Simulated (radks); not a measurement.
Q: Ionisation of neutral oxygen, [He] 2s2 2p4, to [He] 2s2 2p3 as the strength of local exchange is varied. Calculated with a radial shooting solver on a logarithmic mesh with Libxc functionals: Dirac Kohn-Sham, Slater X-alpha exchange (alpha = 2/3 is LDA exchange), no correlation, spin-unpolarised, spherical densities, finite nucleus; open shells are shared between the two j in proportion to 2j + 1; Fermi nuclear charge, rms radius 2.6991 fm.

alpha  E(O) (hartree)  exchange (hartree)  IE (eV)  -e of the level emptied (eV)  <r> of it (bohr)
0.671       -74.02777            -7.25210   15.215                 7.916 (2p3/2)             1.280
0.838       -75.85169            -9.24749   17.966                10.246 (2p3/2)             1.216
0.878       -76.29419            -9.73648   18.656                10.841 (2p3/2)             1.202
0.918       -76.73884           -10.22973   19.358                11.448 (2p3/2)             1.189
0.959       -77.19686           -10.73972   20.090                12.085 (2p3/2)             1.175
0.984       -77.47726           -11.05288   20.543                12.480 (2p3/2)             1.167
0.995       -77.60090           -11.19119   20.743                12.656 (2p3/2)             1.164
?           -73.98455            -7.20522   15.152                 7.863 (2p3/2)             1.282

Which alpha was used in the last row?

A: alpha = 0.667. NIST Atomic Spectra Database: 13.618 eV (measured). The central value is not met in this range of alpha. Spin polarisation and multiplet splitting are left out, so open shells lie too high by an amount that depends on their filling.

Beside tabulated values, note that spin-unpolarised runs miss the spin-polarisation part of the exchange energy of open shells.
